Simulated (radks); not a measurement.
Task: These are the eigenvalues of the occupied orbitals of an atom or ion with whole-number occupations (hartree). Method: Dirac Kohn-Sham, BLYP, spin-unpolarised, spherical densities, finite nucleus; Fermi nuclear charge, rms radius of each element as measured or else 0.836 A^(1/3) + 0.57 fm; computed with a radial shooting solver on a logarithmic mesh with Libxc functionals.

orbital  eigenvalue
1s1/2     -431.9423
2s1/2     -55.89495
2p1/2     -50.08689
2p3/2     -48.74178
3s1/2      -8.24358
3p1/2      -6.29198
3p3/2      -6.10676
3d3/2      -2.76460
3d5/2      -2.73757
4s1/2      -1.63670

Which element is it, and in what charge state? The configuration may be excited. Open shells, if any, fill j = l - 1/2 first.

Result: Z = 33, arsenic, charge +3: As3+ in [Ar] 3d10 4s2. The list shows which subshells hold electrons but not how many an open one holds; the 1s level, -431.94 hartree, gives Z - s = 29.4 by -(Z - s)^2/2, which with screening and relativity narrows Z to a few neighbours, and the depths of the outer levels then fix element, charge and occupations together.
